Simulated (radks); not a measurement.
Values are calculated unless marked as measured or tabulated.
Problem. The table gives one normalised radial function P(r) = r R(r) of Pb3+ in [Xe] 4f14 5d9 6s1 6p1 (r in bohr). Level of theory: scalar-relativistic Kohn-Sham, SCAN, spin-polarised, spherical densities, finite nucleus; open shells are filled with parallel spins first (spin-orbit coupling, left out, can overturn this in heavy ions); meta-GGA in the generalised Kohn-Sham scheme; Fermi nuclear charge, rms radius 5.5012 fm (a radial shooting solver on a logarithmic mesh with Libxc functionals).

r         P
0.003204   0.0195
0.004342   0.0317
0.005837   0.0501
0.007911   0.0789
0.01064    0.1193
0.01441    0.1750
0.01954    0.2410
0.02627    0.2998
0.0356     0.3207
0.04786    0.2549
0.06486    0.0595
0.0879    -0.2310
0.1182    -0.4400
0.1602    -0.3327
0.2171     0.1575
0.2919     0.6168
0.3955     0.4890
0.5318    -0.2737
0.7207    -1.0420
0.9768    -1.1664
1.313     -0.7529
1.78      -0.2897
2.412     -0.0627
3.243     -0.0071
4.395     -0.0003
5.909     0.0000
8.008     0.0000

Which n and l does it have? It may be an empty orbital.

Solution. n = 5, l = 1: the number of nodes gives n - l - 1 = 3, the rise at small r (about r^(l+1), flatter next to the nucleus through relativity) gives l, and the extent must fit the shell. The curve is that of 5p down; the table hardly tells the two spins apart. 5p down: eigenvalue -121.87 eV, 3 radial nodes at r = 0.0693, 0.200, 0.486 bohr, <r> = 0.970 bohr, 90 % of the charge inside 1.39 bohr.
